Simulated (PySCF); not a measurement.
## Orbital picture of GeAs⁺

UHF at R = 2.412 Å; Ge def2-TZVPPD, As def2-TZVPPD; no relativity (PySCF 2.14). State: ³Σ⁻ (triplet), unpaired electrons π ↑↑. Only the outer orbitals are listed, counted within each symmetry.

```json
{"spin": "α", "orbital": "13σ", "occ.": "1", "ε (eV)": "-28.58", "on Ge (%)": "16", "main shells (%)": "79 As s, 13 Ge s"}
{"spin": "α", "orbital": "14σ", "occ.": "1", "ε (eV)": "-21.87", "on Ge (%)": "71", "main shells (%)": "71 Ge s, 20 As s"}
{"spin": "α", "orbital": "7π", "occ.": "1", "ε (eV)": "-15.77", "on Ge (%)": "15", "main shells (%)": "83 As p, 12 Ge p"}
{"spin": "α", "orbital": "7π", "occ.": "1", "ε (eV)": "-15.77", "on Ge (%)": "15", "main shells (%)": "83 As p, 12 Ge p"}
{"spin": "α", "orbital": "15σ", "occ.": "1", "ε (eV)": "-15.18", "on Ge (%)": "48", "main shells (%)": "48 As p, 37 Ge p, 11 Ge s"}
{"spin": "α", "orbital": "8π", "occ.": "0", "ε (eV)": "-5.95", "on Ge (%)": "83", "main shells (%)": "83 Ge p, 14 As p"}
{"spin": "α", "orbital": "8π", "occ.": "0", "ε (eV)": "-5.95", "on Ge (%)": "83", "main shells (%)": "83 Ge p, 14 As p"}
{"spin": "α", "orbital": "16σ", "occ.": "0", "ε (eV)": "-2.52", "on Ge (%)": "56", "main shells (%)": "27 Ge s, 22 As s, 16 Ge p"}
{"spin": "β", "orbital": "13σ", "occ.": "1", "ε (eV)": "-25.15", "on Ge (%)": "42", "main shells (%)": "52 As s, 37 Ge s"}
{"spin": "β", "orbital": "14σ", "occ.": "1", "ε (eV)": "-20.62", "on Ge (%)": "55", "main shells (%)": "52 Ge s, 40 As s"}
{"spin": "β", "orbital": "15σ", "occ.": "1", "ε (eV)": "-14.80", "on Ge (%)": "50", "main shells (%)": "45 As p, 43 Ge p"}
{"spin": "β", "orbital": "7π", "occ.": "0", "ε (eV)": "-6.51", "on Ge (%)": "74", "main shells (%)": "73 Ge p, 25 As p"}
{"spin": "β", "orbital": "7π", "occ.": "0", "ε (eV)": "-6.51", "on Ge (%)": "74", "main shells (%)": "73 Ge p, 25 As p"}
{"spin": "β", "orbital": "8π", "occ.": "0", "ε (eV)": "-3.83", "on Ge (%)": "36", "main shells (%)": "60 As p, 23 Ge p, 13 Ge d"}
```

Problem. Which are the highest filled and the lowest empty level, where do they sit, and how wide is the gap?

Solution. Highest filled β 15σ at -14.80 eV (in %: 45 As p, 43 Ge p); lowest empty β 7π at -6.51 eV (in %: 73 Ge p, 25 As p); the gap at UHF is 8.29 eV.

The bond order (Mayer) is 1.35, the ⟨S²⟩ is 2.016 and the charge on Ge (Mulliken, basis-dependent) is 0.88. The charge on Ge (Löwdin, basis-dependent) is 0.63 and the dipole moment (positive dipole points towards As; it is taken about the centre of mass and depends on that origin) is -2.21 D. The polarisability along the bond is 82.4 bohr³. The polarisability across the bond is 46.6 bohr³.

Spin–orbit coupling is left out. The state was picked by a PBE0 search and need not be the measured ground state.
